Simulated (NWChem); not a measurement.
System: SbBr$_{2}$Cl; SMILES [Cl][Sb]([Br])[Br]

Results from NWChem. All runs use the structure optimised with PBE0/def2-SVP. def2 effective core potentials on Sb; no spin-orbit coupling.

For level Hartree-Fock/STO-3G (all-electron, non-relativistic):

| Item | Result |
|---|---|
| highest occupied level (eV) | -7.62 |
| orbital gap (eV) | 12.25 |
| dipole (D) | 2.18 |

**Question.** What are these values for level Hartree-Fock/def2-SVP (core potentials)?

**Answer.** The highest occupied level (eV) is -10.50. The orbital gap (eV) comes out as 11.47 and the dipole (D) is 2.95.
